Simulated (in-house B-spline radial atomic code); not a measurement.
Neutral xenon is squeezed into an impenetrable sphere of radius R (the orbitals vanish at R). Computed with an all-electron radial atomic-structure program (B-spline basis): Dirac-Hartree-Fock, average of configuration, Fermi nucleus of rms radius 4.7859 fm.

Energies in eV above the free atom in [Kr] 4d10 5s2 5p6:

```tsv
R (bohr)	highest level (eV)	[Kr] 4d10 5s2 5p6	[Ar] 3d10 4s2 4p5 4d10 5s2 5p6 5d1	[Ar] 3d10 4s2 4p5 4d10 5s2 5p6 5f1
7.44	-11.9	0.04533	160.7	173.7
6.5	-11.8	0.2087	161.4	176.2
5.47	-11.2	1.1	163.2	181.3
4.07	-7.37	10.87	175.7	203.2
3.48	-2.14	29.62	197.4	231.9
2.86	11	89.56	265.8	310.8
2.48	28.8	185.6	374.6	427.7
2.09	67.2	421.9	639.6	701.2
1.77	136	900	1169	1235
1.37	357	2701	3125	3178
```

(1) Does [Ar] 3d10 4s2 4p5 4d10 5s2 5p6 5d1 fall below [Kr] 4d10 5s2 5p6 under compression?

(2) Does [Ar] 3d10 4s2 4p5 4d10 5s2 5p6 5f1 fall below [Kr] 4d10 5s2 5p6 under compression?

The highest level is first positive in the row R = 2.86 bohr, pushed up by confinement above the zero of the free ion's potential. Each configuration is held fixed and needn't be the lowest in the sphere.

## Answers

(1) No, it stays above over the whole range.

(2) No, it stays above over the whole range.
